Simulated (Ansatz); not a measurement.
Job for Ansatz (a quantum-chemistry and plane-wave program): U-wB97X-V/def2-TZVPP on TiO+, 2S+1 = 2, a spin state set in the input, which need not be the lowest, a point of a bond scan (R = 1.561 Å). Charge +1.

Ansatz 0.2 input:
```yaml
crystal:
  periodic: [false, false, false]
  atoms:
    - {symbol: Ti, position_ang: [0.00000000, 0.00000000, 0.00000000]}
    - {symbol: O, position_ang: [0.00000000, 0.00000000, 1.56133100]}
basis:
  gaussian:
    orbitals: def2-TZVPP
    pivot_positions_ang: [[0.00000000, 0.00000000, 0.00000000], [0.00000000, 0.00000000, 1.56133100]]
hamiltonian:
  xc: {name: wB97X-V}
total_charge: 1
magnetization: {spin_polarized: true, initial_magnetization: 1}
output: {forces: true, orbitals: {seedname: ./end}}
```

The head of its log:

```
WARN ansatz: RAYON_NUM_THREADS=2 ignored (pool sized by the plan → 2); use --threads N
Functional definition: wB97X-V
integrals: 0.04 GiB planned
631 factors; their error is unknown
integrals: 0.07 GiB planned
120 factors; integrals over basis functions are off by at most 3.2e-5 eV
mean field: 0.50 GiB planned
mean field evaluation 1: about -25117.8202 eV, gradient 9.2e1 eV
mean field evaluation 2: about -24777.2818 eV, gradient 2.8e2 eV
```

Task: What total energy does the run end on?

Result: -924.2974 hartree.
